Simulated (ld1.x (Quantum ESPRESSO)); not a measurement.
# Which change was made? (He, TM)

```
Element                 : helium
Generator               : ld1.x (Quantum ESPRESSO) 7.5
Type                    : norm-conserving Troullier–Martins (Kleinman–Bylander form)
Functional              : PBEsol
Relativity              : scalar-relativistic
Frozen core             : none
Valence charge          : 2
Reference configuration : 1s2
Partial waves           : 1s (bound): rc 0.60 bohr; 2p channel at -0.2 Ry: rc 0.60 bohr
Local potential         : all-electron potential smoothed inside 0.45 bohr (lloc = -1)
Core correction         : none
```

Cutoffs, loose and tight: the cutoffs (Ry, on a coarse ladder) from which the occupation-weighted sum of valence levels, in a spherical-Bessel basis at the reference potential, stays within 10 and 1 mRy of its value at 400 Ry. They do not see the model core or the augmentation charge, which bear on the density cutoff. Test errors are all-electron minus pseudo excitation energies from the reference, over the configurations 1s1; 1s1.5; variants that change the core or the reference have their own tests.

The base gives: outcome: generated; cutoff, loose: 140 Ry; cutoff, tight: 200 Ry; bound ghosts: none; largest test error (meV): +5.4.

Question: After one change the result is: outcome: generated; cutoff, loose: 100 Ry; cutoff, tight: 200 Ry; bound ghosts: none; largest test error (meV): +15. Which change was it?
A. wave 1s (bound): rc 0.60 bohr becomes 1s (bound): rc 0.42 bohr
B. wave 1s (bound): rc 0.60 bohr becomes 1s (bound): rc 0.72 bohr
C. wave 1s (bound): rc 0.60 bohr becomes 1s (bound): rc 0.90 bohr

Answer: B. The others give: wave 1s (bound): rc 0.60 bohr becomes 1s (bound): rc 0.90 bohr → outcome: generated; cutoff, loose: 70 Ry; cutoff, tight: 160 Ry; bound ghosts: none; largest test error (meV): +39 | wave 1s (bound): rc 0.60 bohr becomes 1s (bound): rc 0.42 bohr → outcome: generated; cutoff, loose: 200 Ry; cutoff, tight: 300 Ry; bound ghosts: none; largest test error (meV): -0.4.
